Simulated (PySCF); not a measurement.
# Si- (silicon, charge -1) across methods

[Ne] 3s2 3p3, high-spin 4S determinant. All numbers are calculated (PySCF 2.14, no relativity, point nucleus, in dyall-acv3z (19s12p6d4f, 113 functions)).

| method | E (hartree) | mean ε 3s α (eV) | mean ε 3s β (eV) | mean ε 3p α (eV) | Σ⟨r²⟩ (bohr²) | ⟨S²⟩ |
| --- | --- | --- | --- | --- | --- | --- |
| BHandHLYP | -289.4282 | -7.993 | -4.995 | -0.168 | 56.28 | 3.750 |
| wB97X-V | -289.3713 | -9.270 | -6.311 | -1.402 | 55.16 | 3.750 |
| revPBE | -289.3797 | -5.009 | -3.070 | 1.141 | 59.04 | 3.751 |
| r2SCAN | -289.4078 | -5.550 | -3.060 | 0.941 | 56.63 | 3.750 |
| PBE0 | -289.3125 | -6.594 | -3.986 | 0.363 | 56.66 | 3.750 |
| UHF | -288.88982 | -10.903 | -5.556 | -1.688 | 54.90 | 3.751 |
| LDA | -288.2807 | -5.144 | -3.425 | 1.046 | 59.94 | 3.751 |

Question: Estimate the same row for PBE.

Answer: E (hartree) = -289.2889; mean ε 3s α (eV) = -5.059; mean ε 3s β (eV) = -3.175; mean ε 3p α (eV) = 1.104; Σ⟨r²⟩ (bohr²) = 59.47; ⟨S²⟩ = 3.750.

The outer electron is barely bound at this level, so radii and moments hang on the diffuse functions.

The highest occupied level is positive at revPBE, r2SCAN, PBE, PBE0, LDA: only the finite basis holds that electron, which in a density functional comes from self-interaction.
